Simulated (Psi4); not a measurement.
trifluoroacetic acid (C$_{2}$HF$_{3}$O$_{2}$), singlet, geometry from GFN2-xTB; SVWN/STO-3G run with Psi4.

The Psi4 input:
```
memory 2 GB

molecule mol {
0 1
O     1.581176   -0.848217    0.389000
C     0.943471    0.232157   -0.010556
O     1.424852    1.275906   -0.320080
C    -0.590699   -0.048204   -0.025323
F    -1.028069   -0.384854    1.192194
F    -1.276336    1.018490   -0.423723
F    -0.885622   -1.056682   -0.851740
H     2.545399   -0.717810    0.413335
}

set {
  basis sto-3g
  reference rks
  e_convergence 1e-8
}

energy('svwn')
print_variables()
```

**Question.** Write the output that Psi4 gives for this input, abridged.

**Answer.** 
```
   => Loading Basis Set <=

    Name: STO-3G
    Role: ORBITAL
    Keyword: BASIS

         ---------------------------------------------------------
                                   SCF
               by Justin Turney, Rob Parrish, Andy Simmonett
                          and Daniel G. A. Smith
                              RKS Reference
         ---------------------------------------------------------

  ==> Geometry <==

    Molecular point group: c1
    Full point group: C1

    Geometry (in Angstrom), charge = 0, multiplicity = 1:

       Center              X                  Y                   Z               Mass
    ------------   -----------------  -----------------  -----------------  -----------------
         O            1.631404381180    -0.850740488563     0.393329982960    15.994914619570
         C            0.993699381180     0.229633511437    -0.006226017040    12.000000000000
         O            1.475080381180     1.273382511437    -0.315750017040    15.994914619570
         C           -0.540470618820    -0.050727488563    -0.020993017040    12.000000000000
         F           -0.977840618820    -0.387377488563     1.196523982960    18.998403162730
         F           -1.226107618820     1.015966511437    -0.419393017040    18.998403162730
         F           -0.835393618820    -1.059205488563    -0.847410017040    18.998403162730
         H            2.595627381180    -0.720333488563     0.417664982960     1.007825032230

  Running in c1 symmetry.

  Rotational constants: A =      0.13000  B =      0.08227  C =      0.06846 [cm^-1]
  Rotational constants: A =   3897.28185  B =   2466.44368  C =   2052.32409 [MHz]
  Nuclear repulsion =  336.750349792776092

  Charge       = 0
  Multiplicity = 1
  Electrons    = 56
  Nalpha       = 28
  Nbeta        = 28

  ==> Algorithm <==

  SCF Algorithm Type is DF.
  DIIS enabled.
  MOM disabled.
  Fractional occupation disabled.
  Guess Type is SAD.
  Energy threshold   = 1.00e-08
  Density threshold  = 1.00e-06
  Integral threshold = 1.00e-12

  ==> Primary Basis <==

  Basis Set: STO-3G
    Blend: STO-3G
    Number of shells: 22
    Number of basis functions: 36
    Number of Cartesian functions: 36
    Spherical Harmonics?: true
    Max angular momentum: 1

  ==> DFT Potential <==

   => LibXC <=

    Version 7.1.2
    S. Lehtola, C. Steigemann, M. J. T. Oliveira, and M. A. L. Marques,  SoftwareX 7, 1–5 (2018) (10.1016/j.softx.2017.11.002)

   => Composite Functional: SVWN <=

    Slater exchange
    Vosko, Wilk & Nusair (VWN5_RPA)
    P. A. M. Dirac,  Math. Proc. Cambridge Philos. Soc. 26, 376 (1930) (10.1017/S0305004100016108)
    F. Bloch,  Z. Phys. 57, 545 (1929) (10.1007/BF01340281)
    S. H. Vosko, L. Wilk, and M. Nusair,  Can. J. Phys. 58, 1200 (1980) (10.1139/p80-159)

    Deriv               =              1
    GGA                 =          FALSE
    Meta                =          FALSE

    Exchange Hybrid     =          FALSE
    MP2 Hybrid          =          FALSE

   => Exchange Functionals <=

    1.0000         XC_LDA_X

   => Correlation Functionals <=

    1.0000   XC_LDA_C_VWN_RPA

   => LibXC Density Thresholds  <==

    XC_LDA_C_VWN_RPA:  1.00E-15
    XC_LDA_X:  1.00E-15

   => Molecular Quadrature <=

    Radial Scheme          =       TREUTLER
    Pruning Scheme         =           NONE
    Nuclear Scheme         =       TREUTLER

    Blocking Scheme        =         OCTREE
    BS radius alpha        =              1
    Pruning alpha          =              1
    Radial Points          =             75
    Spherical Points       =            302
    Total Points           =         169588
    Total Blocks           =           1320
    Max Points             =            256
    Max Functions          =             32
    Weights Tolerance      =       1.00E-15

   => Loading Basis Set <=

    Name: (STO-3G AUX)
    Role: JKFIT
    Keyword: DF_BASIS_SCF

  ==> Integral Setup <==

  SCF_SUBTYPE=INCORE selected. In-core MEM_DF algorithm will be used.
  Using in-core AOs.

  ==> MemDFJK: Density-Fitted J/K Matrices <==

    J tasked:                   Yes
    K tasked:                    No
    wK tasked:                   No
    Algorithm:                 Core
    Schwarz Cutoff:           1E-12
    Mask sparsity (%):       2.3148
    Fitting Condition:        1E-10

   => Auxiliary Basis Set <=

  Basis Set: (STO-3G AUX)
    Blend: DEF2-UNIVERSAL-JKFIT
    Number of shells: 181
    Number of basis functions: 553
    Number of Cartesian functions: 663
    Spherical Harmonics?: true
    Max angular momentum: 4

  Minimum eigenvalue in the overlap matrix is 2.2938083560E-01.
  Reciprocal condition number of the overlap matrix is 1.1149051357E-01.
    Using symmetric orthogonalization.

  ==> Pre-Iterations <==

  SCF Guess: Superposition of Atomic Densities via on-the-fly atomic UHF (no occupation information).

   -------------------------
    Irrep   Nso     Nmo
   -------------------------
     A         36      36
   -------------------------
    Total      36      36
   -------------------------

  ==> Iterations <==

                           Total Energy        Delta E     RMS |[F,P]|

   @DF-RKS iter SAD:  -515.44258728987973   -5.15443e+02   0.00000e+00
   @DF-RKS iter   1:  -516.62846735294863   -1.18588e+00   1.33351e-02 ADIIS/DIIS
   @DF-RKS iter   2:  -515.77867611275053    8.49791e-01   3.91108e-02 ADIIS/DIIS
   @DF-RKS iter   3:  -516.73530184185665   -9.56626e-01   7.14384e-03 ADIIS/DIIS
   @DF-RKS iter   4:  -516.76601638078557   -3.07145e-02   2.85196e-03 ADIIS/DIIS
   @DF-RKS iter   5:  -516.77231713366427   -6.30075e-03   3.35169e-04 ADIIS/DIIS
   @DF-RKS iter   6:  -516.77240205507701   -8.49214e-05   6.59303e-05 DIIS
   @DF-RKS iter   7:  -516.77240499061872   -2.93554e-06   1.51618e-05 DIIS
   @DF-RKS iter   8:  -516.77240518010922   -1.89490e-07   5.50377e-06 DIIS
   @DF-RKS iter   9:  -516.77240520752696   -2.74177e-08   5.64733e-07 DIIS
   @DF-RKS iter  10:  -516.77240520774581   -2.18847e-10   1.15048e-07 DIIS
  Energy and wave function converged.

  ==> Post-Iterations <==

   Electrons on quadrature grid:
      Ntotal   =   55.9999847185 ; deviation = -1.528e-05

    Orbital Energies [Eh]
    ---------------------

    Doubly Occupied:

       1A    -23.814485     2A    -23.807675     3A    -23.807386
       4A    -18.444652     5A    -18.363561     6A     -9.799449
       7A     -9.724486     8A     -1.116333     9A     -1.013180
      10A     -1.009326    11A     -0.995070    12A     -0.903358
      13A     -0.607029    14A     -0.496130    15A     -0.433922
      16A     -0.401412    17A     -0.387054    18A     -0.335782
      19A     -0.323034    20A     -0.260521    21A     -0.201873
      22A     -0.201427    23A     -0.186281    24A     -0.182777
      25A     -0.174602    26A     -0.173298    27A     -0.160957
      28A     -0.111813

    Virtual:

      29A      0.054876    30A      0.213892    31A      0.276853
      32A      0.304347    33A      0.320177    34A      0.327964
      35A      0.397916    36A      0.633358

    Final Occupation by Irrep:
              A
    DOCC [    28 ]
    NA   [    28 ]
    NB   [    28 ]

  @DF-RKS Final Energy:  -516.77240520774581

   => Energetics <=

    Nuclear Repulsion Energy =            336.7503497927760918
    One-Electron Energy =               -1392.5911335961718578
    Two-Electron Energy =                 596.6299827058064693
    DFT Exchange-Correlation Energy =     -57.5616041101563383
    Empirical Dispersion Energy =           0.0000000000000000
    VV10 Nonlocal Energy =                  0.0000000000000000
    Total Energy =                       -516.7724052077458055

Computation Completed

Properties will be evaluated at   0.000000,   0.000000,   0.000000 [a0]

Properties computed using the SCF density matrix

 Multipole Moments:

 ------------------------------------------------------------------------------------
     Multipole            Electronic (a.u.)      Nuclear  (a.u.)        Total (a.u.)
 ------------------------------------------------------------------------------------

 L = 1.  Multiply by 2.5417464519 to convert [e a0] to [Debye]
 Dipole X            :         -4.7632055            5.3154242            0.5522187
 Dipole Y            :         -0.1080509           -0.2670360           -0.3750869
 Dipole Z            :         -0.2964452            0.4582190            0.1617738
 Magnitude           :                                                    0.6868817

 ------------------------------------------------------------------------------------

  Variable Map:
  ----------------------------------------------------------------------------
  "CURRENT ENERGY"              =>    -516.772405207746
  "CURRENT REFERENCE ENERGY"    =>    -516.772405207746
  "DD SOLVATION ENERGY"         =>       0.000000000000
  "DFT FUNCTIONAL TOTAL ENERGY" =>    -516.772405207746
  "DFT TOTAL ENERGY"            =>    -516.772405207746
  "DFT VV10 ENERGY"             =>       0.000000000000
  "DFT XC ENERGY"               =>     -57.561604110156
  "GRID ELECTRONS ALPHA"        =>      27.999992359228
  "GRID ELECTRONS BETA"         =>      27.999992359228
  "GRID ELECTRONS TOTAL"        =>      55.999984718456
  "NUCLEAR REPULSION ENERGY"    =>     336.750349792776
  "ONE-ELECTRON ENERGY"         =>   -1392.591133596172
  "PCM POLARIZATION ENERGY"     =>       0.000000000000
  "PE ENERGY"                   =>       0.000000000000
  "SCF ITERATION ENERGY"        =>    -516.772405207746
  "SCF ITERATIONS"              =>      10.000000000000
  "SCF TOTAL ENERGY"            =>    -516.772405207746
  "TWO-ELECTRON ENERGY"         =>     596.629982705806
  "XC GRID RADIAL POINTS"       =>      75.000000000000
  "XC GRID SPHERICAL POINTS"    =>     302.000000000000
  "XC GRID TOTAL POINTS"        =>  169588.000000000000

  Array Variable Map:
  ----------------------------------------------------------------------------
  "CURRENT DIPOLE"              =>       0.552218730394 ... 0.161773773570 1 by 3
  "SCF DIPOLE"                  =>       0.552218730394 ... 0.161773773570 1 by 3
  "SCF TOTAL ENERGIES"          =>    -515.442587289880 ... -516.772405207746 1 by 11
```
